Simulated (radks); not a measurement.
Results of a calculation; reference values are marked as such.
Q: Level of theory: scalar-relativistic Kohn-Sham, LB94 model potential, spin-unpolarised, spherical densities, finite nucleus; Fermi nuclear charge, rms radius of each element as measured or else 0.836 A^(1/3) + 0.57 fm (a radial shooting solver on a logarithmic mesh with Libxc functionals). Response by self-consistent Sternheimer equations with the Hartree and adiabatic LDA kernel, the relativistic mass of each level held fixed and spin-orbit coupling left out. For heavy and open-shell atoms this level of theory can miss by tens of per cent. Rank Xe, Ba2+, Sm8+, Cs+, Nd6+, Pm7+, Ce4+, La3+, Pr5+ (NIST ground configurations) by static dipole polarisability, largest first.

A: Xe 27.03, Cs+ 15.98, Ba2+ 10.74, La3+ 7.761, Ce4+ 5.887, Pr5+ 4.621, Nd6+ 3.655, Pm7+ 2.924, Sm8+ 2.357 bohr^3.
